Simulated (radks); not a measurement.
All-electron atom: Lu58+ in [Ne] 3s2 3p1. Calculated with a radial shooting solver on a logarithmic mesh with Libxc functionals: scalar-relativistic Kohn-Sham, exchange-only r2SCAN, spin-unpolarised, spherical densities, finite nucleus; meta-GGA in the generalised Kohn-Sham scheme; Fermi nuclear charge, rms radius 5.37 fm.

Unscreened Slater integrals over Kohn-Sham orbitals (eV).

\begin{tabular}{lr}
integral & value \\ \hline
F0(3p,3p) & 128.74 \\
F2(3p,3p) & 64.364 \\
F0(3p,3s) & 126.99 \\
G1(3p,3s) & 82.030 \\
F0(3p,2p) & 170.03 \\
F2(3p,2p) & 44.372 \\
G0(3p,2p) & 17.751 \\
G2(3p,2p) & 19.713 \\
F0(3p,2s) & 165.34 \\
G1(3p,2s) & 14.047 \\
F0(3s,3s) & 125.66 \\
F0(3s,2p) & 164.17 \\
G1(3s,2p) & 17.359 \\
F0(3s,2s) & 161.07 \\
G0(3s,2s) & 14.006 \\
F0(2p,2p) & 345.67 \\
F2(2p,2p) & 163.83 \\
F0(2p,2s) & 320.75 \\
G1(2p,2s) & 183.28 \\
F0(2s,2s) & 305.13 \\
\end{tabular}

Derived for the open shells (J is the average intra-shell exchange parameter used in DFT+U). 3p: J = F2/5 = 12.87 eV.
